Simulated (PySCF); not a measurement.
How methods differ on the ionisation energy of Ir⁺

Ir⁺ [Xe] 4f14 5d7 6s1 [5d3/2^4 5d5/2^3 6s1/2^1, M_J = 5] → Ir²⁺ [Xe] 4f14 5d7 [5d3/2^4 5d5/2^3, M_J = 9/2], as a difference of total energies. Calculation: PySCF 2.14, in x2c-SVPall-2c; the two-component X2C-1e Hamiltonian. Correlated levels: [Kr] 4d10 4f14 frozen; the 22 highest virtual spinors dropped. "Screened" scales the spin-orbit matrix elements by Boettger's factors to mimic the two-electron term; Breit and QED terms are absent.

| method | ionisation energy (eV) |
| --- | --- |
| GHF (spin-free) | 16.424 |
| GMP2 (spin-free) | 17.030 |
| GHF (screened spin-orbit) | 16.344 |
| GMP2 (screened spin-orbit) | 16.956 |

Task: How much does correlation contribute at GMP2 (screened spin-orbit)?

Result: 16.956 − (16.344) = 0.612 eV, measured against GHF (screened spin-orbit).

The spin-free rows relax to the high-spin LS determinant and lack the spin-orbit shift.

Errors of the correlated levels include the incompleteness of this basis and the frozen core.

The labels give the starting determinants; with spin-orbit coupling the two ends relaxed to ⟨J²⟩ = 30.01, ⟨L²⟩ = 12.84, ⟨S²⟩ = 5.77 and ⟨J²⟩ = 24.76, ⟨L²⟩ = 13.18, ⟨S²⟩ = 3.52.

For comparison: 17 ± 0.3 eV (semi-empirical (NIST evaluation); NIST Atomic Spectra Database, ionization energies).
